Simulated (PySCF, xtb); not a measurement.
Ge(H)2 cation (GeH2), SMILES [GeH2] (connectivity only; charge and spin as stated), charge +1, multiplicity 2.

Harmonic wavenumbers (cm⁻¹) from GFN2-xTB (xtb) at its own minimum, in rising order: 577, 1231, 1322.

Task: What does B3LYP-D3(BJ)/def2-TZVPD in PySCF give at its own minimum? (An estimate is asked for; the answer gives what the named calculation found.)

Result: 822, 1961, 2059. Paired by order, the mean absolute difference is 571 cm⁻¹ and the zero-point energies are 4.5 and 6.9 kcal/mol.
